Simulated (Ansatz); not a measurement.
Relaxation of Cl3FH4Si2 (10 atoms, charge 0, multiplicity 1), to a largest force component of 0.03 eV/Å in at most 50 steps.

Computed with RKS B3LYP/6-31G* (Ansatz).

```xyz
10
Properties=species:S:1:pos:R:3
Si 0.222 -0.588 -0.422
Si 0.061 -0.042 3.013
H -1.373 -0.193 3.368
H 0.895 -0.799 3.984
H 0.459 1.384 3.006
Cl 1.837 0.279 -1.358
Cl -0.899 1.063 0.179
Cl -1.105 -1.477 -1.741
F 0.900 -1.911 0.177
H 0.253 -0.640 1.713
```

Problem. Where does it end, and by what steps?

Solution. The run converged. The force dipped under the threshold on the way, but the program's further checks kept it going. After 32 steps the energy has fallen by 1.201 eV; Cl7 moved furthest, 1.84 Å.

```csv
step,energy less start (eV),largest force component (eV/Å),accepted
0,0.0000,1.960,yes
2,-0.7743,1.237,yes
4,-1.1296,0.214,yes
6,-1.1879,0.137,yes
8,-1.1927,0.072,yes
10,-1.1938,0.017,yes
12,-1.1945,0.049,yes
14,-1.1950,0.127,yes
16,-1.1960,0.023,yes
18,-1.1965,0.068,yes
20,-1.1972,0.053,yes
22,-1.1975,0.071,yes
24,-1.1979,0.047,yes
26,-1.1985,0.064,yes
28,-1.1989,0.080,yes
30,-1.1997,0.188,yes
32,-1.2012,0.004,yes
```

```xyz
10
Properties=species:S:1:pos:R:3
Si 0.022 -0.444 -1.539
Si 0.235 -0.161 3.985
H -1.239 -0.275 4.138
H 0.899 -0.676 5.211
H 0.600 1.266 3.790
Cl 1.860 0.084 -2.244
Cl -1.259 1.140 -1.624
Cl -0.722 -2.022 -2.594
F 0.174 -0.884 -0.014
H 0.676 -0.953 2.809
```

Whether the end is a true minimum wasn't checked by a vibrational analysis.

Time of the run: 84 s on 4 threads of Arm Neoverse V1, on a shared host, peak memory 0.33 GiB.
